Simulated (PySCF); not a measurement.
# Computed spin Hamiltonian

Compound: C3H9OSi (doublet state).
SMILES with atom numbers: `[CH2:1][CH2:2][SiH2:3][O:4][CH3:5]` (hydrogens: H6, H7 on C1; H8, H9 on C2; H10, H11 on Si3; H12, H13, H14 on C5)

Structure used (GFN2-xTB), in Å, numbered top down from 1:
```xyz
14
C3H9OSi angstrom
C     -2.1802   -0.1881    0.3981
C     -1.6235    0.6149   -0.6818
Si     0.1509    1.2020   -0.2086
O      0.9518   -0.1977   -0.0612
C      2.2843   -0.3946    0.3020
H     -1.9680   -1.2371    0.4581
H     -2.6393    0.2857    1.2443
H     -1.5610    0.0463   -1.6084
H     -2.2125    1.5131   -0.8609
H      0.7473    2.0506   -1.2484
H      0.1324    1.9501    1.0521
H      2.4964    0.0572    1.2737
H      2.4641   -1.4688    0.3572
H      2.9565    0.0459   -0.4384
```

The hyperfine couplings belong to this conformer and change with its torsions.

Theory: UKS B3LYP, pcH-1 on C H O Si, non-relativistic, mean-field spin-orbit, GIAO (PySCF 2.14.0). The structure is a single GFN2-xTB conformer in the gas phase; no vibrational or solvent corrections. A GFN2-xTB geometry isn't a minimum of the functional, and hyperfine couplings can be far from their values at a DFT geometry. Stability of the SCF solution: not tested.

- g1, g2, g3: 2.00207, 2.00250, 2.00327
- g_iso: 2.00261
- Form of g: rhombic: the two nearest values differ by 36 % of g3 − g1
- ⟨S²⟩: 0.7538 (exact 0.7500)
- HOMO–LUMO gap, α and β orbitals: 5.68, 6.46 eV
- Total energy: -484.45040 Eh

Hyperfine couplings atom by atom, in mT; T1 to T3 are the principal values of the dipolar part (MHz turned into mT with g_iso):

```
atom  isotope  a_iso  of which spin–orbit     T1     T2    T3  Mulliken spin population
  C1      13C   3.30                 0.00  -2.77  -2.74  5.51                      1.02
  C2      13C  -1.11                 0.00  -0.15   0.01  0.15                     -0.07
 Si3     29Si  -5.64                 0.01  -0.86   0.40  0.46                      0.08
  O4      17O   0.06                 0.00  -0.04   0.00  0.03                      0.00
  C5      13C   0.08                 0.00  -0.01  -0.01  0.02                      0.00
  H6       1H  -2.12                 0.00  -1.34   0.00  1.33                     -0.04
  H7       1H  -2.12                 0.00  -1.34   0.00  1.33                     -0.04
  H8       1H   1.49                 0.00  -0.16  -0.14  0.30                      0.02
  H9       1H   1.99                 0.00  -0.16  -0.14  0.31                      0.02
 H10       1H   0.93                 0.00  -0.08  -0.04  0.12                      0.02
 H11       1H  -0.11                 0.00  -0.11  -0.06  0.17                      0.00
 H12       1H   0.00                 0.00  -0.03  -0.02  0.05                      0.00
 H13       1H   0.03                 0.00  -0.03  -0.02  0.05                      0.00
 H14       1H   0.03                 0.00  -0.03  -0.02  0.05                      0.00
```

The largest Mulliken spin populations are on C1 (+1.02), Si3 (+0.08) and C2 (-0.07). C1 is the only atom above +0.15. The angles at C1 add up to 358.9°, so it is planar; its axial dipolar tensor and the negative couplings of its protons fit spin in a p orbital normal to that plane.

Under fast tumbling the dipolar parts average out, and these isotropic splittings remain: 2 × 1H (H6/H7, I = 1/2, 3 lines) with 2.12 mT, 2 × 1H (H8/H9, I = 1/2, 3 lines) with 1.74 mT and 2 × 1H (H10/H11, I = 1/2, 3 lines) with 0.41 mT.

Means are taken over nuclei equivalent by connectivity, which assumes that they swap fast. The 1H value of +11.5 MHz is a mean of couplings from -3.1 to 26.1 MHz in this one geometry, not an average over conformers. The 1H value of +48.7 MHz is a mean of couplings from 41.8 to 55.7 MHz in this one geometry, not an average over conformers.

The 13C coupling of C1 (92.5 MHz) shows only in satellite lines or after enrichment, since that isotope makes up about 1.07 % of natural carbon.

The 29Si coupling of Si3 (-158.2 MHz) shows only in satellite lines or after enrichment, since that isotope makes up about 4.7 % of natural silicon.

β density exceeds α density at some nuclei, such as C2 (-0.0277), H6/H7 (-0.0133) and O4 (-0.0029), spin density in bohr⁻³. In a single determinant that takes different orbitals for the two spins, that is spin polarisation.
